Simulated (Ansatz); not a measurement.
Cartesian coordinates in Å:
```
F -0.667 -0.423 -1.732
Nb -0.078 -0.056 -0.021
F -1.156 -0.859 1.244
S 1.881 -0.845 0.185
Cl 0.020 2.183 0.323
```

Charge 0, multiplicity 1. Nb takes the def2 core potential.

(1) List the PBE/def2-TZVPP orbital energies in eV (Ansatz). (Best estimate.)

Answers

(1) Ansatz gave: Occupied: -2739.77, -2395.91, -660.86, -660.86, -250.34, -208.89, -190.97, -190.91, -190.89, -154.95, -154.93, -154.93, -63.13, -39.19, -38.90, -38.55, -29.49, -29.22, -20.79, -16.90, -12.11, -12.07, -11.41, -11.40, -11.20, -10.75, -10.07, -9.18, -8.96, -8.13, -7.33, -7.31. Lowest empty: -3.69, -3.67, -2.69, -2.28, -2.17, -0.96, 0.51, 0.58.
